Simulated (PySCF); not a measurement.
From one molecule to another.

First species: CH3FO2Si.
InChI=1S/CH3FO2Si/c2-5-4-1-3/h1H,5H2

Second species: AlH2(NH2).
SMILES: `[H][Al]([H])[NH2]`

Levels: CAM-B3LYP/def2-SVPD for dipole moment, HOMO energy, LUMO energy, HOMO–LUMO gap, static isotropic polarisability and electronic spatial extent ⟨r²⟩ about the centre of nuclear charge; TDDFT CAM-B3LYP/def2-SVPD for lowest singlet excitation; TDA CAM-B3LYP/def2-SVPD for lowest triplet excitation (Tamm–Dancoff); ΔSCF CAM-B3LYP/def2-SVPD for vertical ionisation energy; PBE0-D3(BJ)/def2-SVP for rotational constant A and rotational constant C. Geometries: PBE0-D3(BJ)/def2-SVP. Each structure is a single optimised conformer of the isolated species, non-relativistic unless stated. Electronic properties by PySCF.

The conformers computed, where there is a choice (atom-mapped SMILES and torsion angles):
- `[O:1]=[CH:2][O:3][SiH2:4][F:5]`: O1–C2–O3–Si4 1°, C2–O3–Si4–F5 179°

Question: Which of the two has the higher HOMO–LUMO gap, and by how much?

Answer: The first: 10.94 eV against 9.34 eV, a difference of 1.60 eV.

Question: Which of the two has the higher dipole moment, and by how much?

Answer: The second: 1.15 D against 0.54 D, a difference of 0.61 D.

Question: Which of the two has the higher static isotropic polarisability, and by how much?

Answer: The first: 43.0 au against 39.0 au, a difference of 4.0 au.

Question: Which of the two has the higher ⟨r²⟩, and by how much?

Answer: The first: 543 bohr² against 152 bohr², a difference of 391 bohr².

Question: Which of the two has the higher rotational constant C, and by how much?

Answer: The second: 11.451 GHz against 2.058 GHz, a difference of 9.393 GHz.

Question: Which of the two has the higher vertical ionisation energy, and by how much?

Answer: The first: 11.61 eV against 10.18 eV, a difference of 1.43 eV.

Question: Which has the higher rotational constant A?

Answer: The second: 94.390 GHz against 13.841 GHz, a difference of 80.549 GHz.

Question: Which of the two has the higher S1 energy, and by how much?

Answer: The second: 6.22 eV against 5.81 eV, a difference of 0.41 eV.

On the first: The 10 singlets span 5.81 to 9.45 eV, and their oscillator strengths add up to 0.39. The vertical singlet–triplet gap S1 − T1 is 0.55 eV (TDDFT singlet less Tamm–Dancoff triplet; S1: HOMO→LUMO, weight 0.98; T1: HOMO→LUMO, weight 0.97).

On the second: The vertical singlet–triplet gap S1 − T1 is 0.95 eV (TDDFT singlet less Tamm–Dancoff triplet; S1: HOMO−1→LUMO, weight 0.99; T1: HOMO→LUMO, weight 0.95). Point group C2v permits a dipole; with 1.15 D the species has a pure rotational spectrum.
